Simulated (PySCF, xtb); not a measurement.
chlorosilylboronic acid (BClH₄O₂Si), SMILES B([SiH2]Cl)(O)O. The values are those of a single conformer.

Harmonic wavenumbers (cm⁻¹) from xtb with GFN2-xTB at its own minimum, in rising order: 38, 87, 265, 295, 364, 470, 489, 516, 575, 580, 594, 689, 836, 921, 972, 1206, 1282, 2182, 2213, 3616, 3665.

**Question.** What does PBE-D3(BJ)/def2-SVP (PySCF 2.14.0) give at its own minimum? (An estimate is asked for; the answer gives what the named calculation found.)

**Answer.** 52, 123, 271, 317, 370, 475, 505, 579, 584, 630, 663, 788, 909, 961, 1031, 1250, 1431, 2149, 2155, 3642, 3787. Paired by order, the mean absolute difference is 48 cm⁻¹ and the zero-point energies are 31.2 and 32.4 kcal/mol.
